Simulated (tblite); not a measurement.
H₃ClSi, triplet, at the geometry of the source list (a higher spin typed on purpose: for a closed-shell molecule this is an excited state); GFN1-xTB (tblite).

tblite was given this input:
```
$ tblite run mol.xyz --method gfn1 --charge 0 --spin 2 --etemp 2000 --json tblite.json --no-restart

# file mol.xyz
5

Si    -0.12910000    -0.00570000    -0.00460000
Cl     1.87810000     0.08360000     0.06760000
H     -0.50430000    -0.99840000    -1.00530000
H     -0.63000000     1.31380000    -0.37260000
H     -0.61480000    -0.39330000     1.31500000
```

Output, abridged:

```
xTB calculator
 | screened Coulomb repulsion
 | Coulomb electrostatics
 |  * isotropic Klopman-Ohno-Mataga-Nishimoto electrostatics
 |  * onsite third-order electrostatics
 | DFT-D3(BJ) dispersion correction

halogen bonding energy    0.0000000000000E+00 Eh
repulsion energy          4.1982324911791E-02 Eh
dispersion energy        -1.1337351910636E-03 Eh
number of electrons       1.4000000000000E+01 e
integral cutoff           2.8146159136829E+01 bohr

------------------------------------------------------------
  cycle        total energy    energy error   density error
------------------------------------------------------------
      1     -7.541671070294  -7.5825197E+00   3.5282697E-01
      2     -7.541816449177  -1.4537888E-04   2.1088669E-01
      3     -7.541818292970  -1.8437928E-06   3.6205638E-03
      4     -7.541823594648  -5.3016786E-06   2.0518232E-03
      5     -7.541826353728  -2.7590797E-06   2.7034976E-04
      6     -7.541826362152  -8.4240224E-09   1.6116371E-04
      7     -7.541826365231  -3.0793075E-09   3.8399249E-06
------------------------------------------------------------

electronic energy        -7.5826749549518E+00 Eh
total energy             -7.5418263652311E+00 Eh

Post processing:
 | Mayer-Wiberg bond orders

[Info] JSON dump of results written to 'tblite.json'
```
